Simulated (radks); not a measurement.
All-electron atom: Mo20+ in [Ar] 3d4. Calculated with a radial shooting solver on a logarithmic mesh with Libxc functionals: scalar-relativistic Kohn-Sham, PBE, spin-unpolarised, spherical densities, finite nucleus; Fermi nuclear charge, rms radius 4.4091 fm.

Radial electron density D(r) = 4 pi r^2 rho(r):

```
   r/bohr * D(r) (the largest magnitude, 64.6, reaches the edge; | marks zero)
 0.002911 |    *
 0.003642 |      *
 0.004521 |        *
 0.005656 |            *
 0.007075 |                 *
 0.008852 |                      *
  0.01099 |                            *
  0.01374 |                                   *
   0.0172 |                                        *
  0.02151 |                                            *
   0.0267 |                                            *
   0.0334 |                                          *
  0.04179 |                                       *
  0.05228 |                                      *
  0.06489 |                                         *
  0.08118 |                                                 *
   0.1016 |                                                      *
   0.1271 |                                                   *
   0.1577 |                                        *
   0.1973 |                             *
   0.2468 |                          *
   0.3088 |                              *
   0.3832 |                             *
   0.4794 |                   *
   0.5998 |       *
   0.7504 | *
   0.9314 *
    1.165 *
```

D(r) has 3 maxima, at r = 0.0248, 0.107, 0.334 bohr, and minima at 0.0494, 0.232 bohr, inside which lie 2.03, 10.92 electrons.
